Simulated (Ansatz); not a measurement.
```yaml
crystal:
  periodic: [false, false, false]
  atoms:
    - {symbol: Zn, position_ang: [0.326331, 1.431759, 1.208345]}
    - {symbol: Zn, position_ang: [1.458462, -0.908134, -0.813750]}
    - {symbol: Zn, position_ang: [-1.784904, -0.523243, -0.394438]}
    - {symbol: Se, position_ang: [2.450745, 0.717987, 0.541701]}
    - {symbol: Se, position_ang: [-0.447861, -1.965852, -1.658559]}
    - {symbol: Se, position_ang: [-2.002773, 1.247473, 1.116711]}
basis:
  gaussian: {orbitals: def2-TZVPD, initial_orbitals: start.molden}
total_charge: -1
magnetization: {spin_polarized: true, initial_magnetization: 1}
hamiltonian: {xc: pbe0, dispersion: d4}
scf: {omitted_lower_state_checks: [starts]}
output: {orbitals: {seedname: orbitals}}
```

The file start.molden holds the orbitals of an earlier run on this structure, at another level or in another basis.

```sh
$ ansatz run in.yaml --threads 4 --pin off --events-out ev --progress --plain --max-ram 4787MiB
```

**Question.** Does this run fit into the memory that it is given?

**Answer.** No. It has 324 basis functions, and Ansatz plans for 6 GiB where 5 GiB are given.
